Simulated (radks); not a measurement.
The tin ion Sn10+, configuration [Ar] 3d10 4s1.5 4p6 4d4 5d0.5 (fractional occupations, a model configuration). Method: scalar-relativistic Kohn-Sham, PBE, spin-unpolarised, spherical densities, finite nucleus; Fermi nuclear charge, rms radius 4.6519 fm; computed with a radial shooting solver on a logarithmic mesh with Libxc functionals.

Normalised radial functions P(r) = r R(r), r in bohr:

```
   r/bohr * 3p, o 3d, + 5s (the largest magnitude, 1.86, reaches the edge; | marks zero, & curves that meet)
 0.001005                             &
 0.001329                             &+
 0.001745                             &+
 0.002309                             &+
  0.00303                             &+
 0.004009                             &+
 0.005263                             o*+
 0.006963                             o*+
  0.00914                             o &
  0.01209                             o +*
  0.01587                             o + *
    0.021                             o +   *
  0.02757                             |&      *
  0.03648                             + o        *
  0.04788                           + |  o          *
  0.06335                          +  |    o          *
  0.08315                         +   |        o    *
     0.11                          +  |       *     o
   0.1444                          *  +                  o
   0.1911             *               |   +                   o
   0.2508   *                         |     +                    o
   0.3318  *                          |  +                    o
   0.4356         *                +  |                 o
   0.5763                  *  +       |         o
   0.7564                       + *   |   o
    1.001                            *|o  +
    1.314                             &            +
    1.738                             &            +
    2.282                             &      +
    3.019                             & +
    3.963                             &
    5.243                             &
```

3p: eigenvalue -899.58 eV, 1 radial node at r = 0.135 bohr, <r> = 0.337 bohr, 90 % of the charge inside 0.505 bohr. 3d: eigenvalue -674.92 eV, 0 radial nodes, <r> = 0.313 bohr, 90 % of the charge inside 0.493 bohr. 5s (empty): eigenvalue -140.07 eV, 4 radial nodes at r = 0.0363, 0.144, 0.382, 0.906 bohr, <r> = 1.57 bohr, 90 % of the charge inside 2.20 bohr.
